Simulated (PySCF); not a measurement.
# Telling isomers of C7H9FSi apart by NMR

One computed conformer, non-relativistic Hamiltonian, equivalent nuclei averaged, gas phase. Coordinates at the GFN2-xTB level; PBE0/pcSseg-1 with gauge-including orbitals; PySCF 2.14.0 with density-fitted response routines.

Scale: ¹H (31.72 ppm) and ¹³C (186.93 ppm) vs TMS (reference shieldings calculated alike). Splittings of carbon signals by F and P are missing where no couplings were computed. Where no couplings were computed, multiplicities follow the n + 1 count of equivalent neighbours, and m marks all less simple cases (inequivalent or close neighbours, rings, F or P nearby). Shifts are as computed. Against solution values, carbons near 30 ppm lie about +3 ppm off and those near 130 ppm about +5 ppm. Of 1309 compounds with measured shifts, 239 miss one by over three times the rms of a fit or turn the order of signals round; such compounds aren't used in these exercises.

(1) Tabulate the signals of `C=CC#C[C@@]1([SiH3])C[C@H]1F`, `C#C[C@@H]1[SiH2]/C(=C/C)[C@H]1F`, `C/C=C\C1=C(F)C=C[SiH2]1` and their relative energies.

(2) What is the quickest way to tell C=CC#C[C@@]1([SiH3])C[C@H]1F from C/C=C\C1=C(F)C=C[SiH2]1?

(3) What is the quickest way to tell C=CC#C[C@@]1([SiH3])C[C@H]1F from C#C[C@@H]1[SiH2]/C(=C/C)[C@H]1F?

(4) What is the quickest way to tell C#C[C@@H]1[SiH2]/C(=C/C)[C@H]1F from C/C=C\C1=C(F)C=C[SiH2]1?

## Answers

(1) 
```json
{"SMILES": "C=CC#C[C@@]1([SiH3])C[C@H]1F", "carbon types": "3×C 2×CH 2×CH2", "δC": "135.4, 125.6, 100.4, 84.5, 78.7, 22.1, 4.1", "δH": "6.04 (m, 1H), 6.03 (m, 1H), 5.77 (m, 1H), 4.49 (m, 1H), 3.95 (s, 3H), 1.30 (m, 1H), 0.92 (m, 1H)", "E rel. (kcal/mol)": "48.8"}
{"SMILES": "C#C[C@@H]1[SiH2]/C(=C/C)[C@H]1F", "carbon types": "2×C 4×CH 1×CH3", "δC": "159.3, 142.2, 101.4, 89.5, 76.7, 24.1, 21.2", "δH": "6.49 (m, 1H), 5.80 (m, 1H), 5.00 (m, 1H), 4.68 (m, 1H), 2.91 (m, 1H), 2.06 (d, 3H), 1.76 (d, 1H)", "E rel. (kcal/mol)": "39.3"}
{"SMILES": "C/C=C\\C1=C(F)C=C[SiH2]1", "carbon types": "2×C 4×CH 1×CH3", "δC": "174.7, 152.6, 138.3, 132.7, 131.7, 114.7, 15.5", "δH": "7.28 (m, 1H), 7.08 (m, 1H), 6.59 (m, 1H), 5.97 (m, 1H), 4.85 (m, 2H), 1.88 (d, 3H)", "E rel. (kcal/mol)": "0.0"}
```

Energies are electronic energies at PBE0/pcSseg-1 on these geometries, without zero-point or thermal terms, each for the one conformer computed, which needn't be the lowest.

(2) Both give the same number of carbon signals, but DEPT or the intensities differ. The first has a terminal =CH2 carbon at 135.4 ppm, the second a fully substituted alkene carbon (C) at 174.7 ppm. In the proton spectra the most deshielded non-exchanging signals are 6.04 (m, 1H) and 7.28 (m, 1H).

(3) Both give the same number of carbon signals, but DEPT or the intensities differ. The first has a terminal =CH2 carbon at 135.4 ppm, the second an allylic methyl carbon (CH3) at 21.2 ppm. Their most deshielded carbons lie at 135.4 and 159.3 ppm. In the proton spectra the most deshielded non-exchanging signals are 6.04 (m, 1H) and 6.49 (m, 1H).

(4) Both give the same number of carbon signals, with the same numbers of each carbon type, so the positions decide. The first has a propargylic sp3 CH bonded to Si at 24.1 ppm, the second a fully substituted alkene carbon (C) at 174.7 ppm. Their most deshielded carbons lie at 159.3 and 174.7 ppm. In the proton spectra the most deshielded non-exchanging signals are 6.49 (m, 1H) and 7.28 (m, 1H).
